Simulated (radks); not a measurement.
All-electron atom: Bi in [Hg] 6p3. Method: Dirac Kohn-Sham, BLYP, spin-unpolarised, spherical densities, finite nucleus; open shells are shared between the two j in proportion to 2j + 1; Fermi nuclear charge, rms radius 5.5211 fm; computed with a radial shooting solver on a logarithmic mesh with Libxc functionals.

Radial electron density D(r) = 4 pi r^2 rho(r):

r (bohr),D(r) (e/bohr)
0.001317,19.90
0.001546,24.73
0.0018,30.20
0.002112,37.00
0.002458,44.50
0.002862,53.01
0.003359,62.97
0.00391,73.20
0.004588,84.40
0.005342,94.95
0.006268,105.2
0.007298,113.5
0.008564,119.6
0.00997,122.4
0.01161,122.0
0.01362,118.7
0.01586,113.9
0.01861,109.5
0.02166,108.4
0.02542,112.7
0.02959,122.5
0.03473,136.8
0.04043,149.5
0.04707,156.2
0.05523,153.0
0.0643,141.7
0.07546,128.6
0.08784,124.0
0.1031,131.4
0.12,143.5
0.1408,147.2
0.1639,133.4
0.1909,108.4
0.224,87.82
0.2607,85.67
0.306,95.68
0.3562,99.70
0.418,87.12
0.4866,64.66
0.5711,43.42
0.6648,32.30
0.774,27.84
0.9083,24.56
1.057,20.00
1.241,14.36
1.445,9.757
1.695,6.401
1.973,4.402
2.316,3.037
2.696,2.109
3.139,1.398
3.683,0.8405
4.288,0.4730
5.032,0.2298
5.858,0.1011
6.874,0.03585
8.003,0.01107
9.391,0.002559
10.93,0.0004955

D(r) has 4 maxima, at r = 0.0105, 0.0486, 0.135, 0.345 bohr, and minima at 0.0210, 0.0864, 0.247 bohr, inside which lie 2.05, 11.02, 30.17 electrons.
